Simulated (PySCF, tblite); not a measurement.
CH5NSSi.
Geometry (PBE0-D3(BJ)/def2-SVP, Å), atoms numbered from 1 in this order:
```
atom  x, y, z in Å
N1     2.0685    0.1707   -0.2738
C2     1.0497    0.1613    0.4892
Si3   -0.6487   -0.5719    0.0639
S4    -2.2041    0.8899    0.2932
H5     1.8576   -0.2921   -1.1687
H6     1.1673    0.6432    1.4793
H7    -0.5429   -1.0904   -1.3363
H8    -1.0265   -1.6668    1.0030
H9    -1.6690    1.7558   -0.5962
```

Jobs on this species (9 atoms, 48 electrons) with PySCF (density fitting) and tblite. Hardware of each: one thread, Intel Xeon at 2.70 GHz (x86_64), no GPU, shared host. Times come from a shared host and carry two figures at best.

| level and settings | work | basis functions | SCF cycles | wall time |
| --- | --- | --- | --- | --- |
| PBE0/pcSseg-1 | shieldings, charges and field gradients, density and orbital grids written | 107 | ? | ? |
| PBE0/pcSseg-1, IEF-PCM chloroform | shieldings, charges and field gradients | 107 | 12 | 13 s |
| BHandHLYP/aug-pcX-1 (pcseg-1 on H, def2-SVPD on Si, def2-SVPD on S) | K-edge TDA, 16 lines | 142 | 12 | 8.9 s |
| PBE0-D3(BJ)/def2-SVP, grid level 1 | geometry optimisation from a GFN2-xTB start shaken at random | 89 | 54 | 36 s |
| wB97X-D/pcSseg-2 | shieldings | 228 | 14 | 39 s |
| delta-SCF UKS SCAN, pcX-2 on the ionised atom, pcseg-1 elsewhere, spin-free X2C | ΔSCF core ionisation, 6 holes | 131 | 97 | 33 s |
| GFN2-xTB | L-BFGS relaxation | – | – | 0.58 s |
| CAM-B3LYP/def2-SVPD | 10 singlets by full TDDFT, 4 Tamm–Dancoff triplets, polarisability, dynamic polarisability, ΔSCF ions, density and orbital grids written | 131 | 12 | 86 s |
| CAM-B3LYP/def2-SVPD, IEF-PCM chloroform | 6 singlets by full TDDFT, polarisability | 131 | 12 | 15 s |

Q: Fill in the missing figures.

A: 
- PBE0/pcSseg-1; shieldings, charges and field gradients, density and orbital grids written: 21 s, 12 SCF cycles

Q: What do all jobs in the table cost together?

A: About 4.2 min; the longest takes about 34 % of that, and about 150 times as long as the shortest.
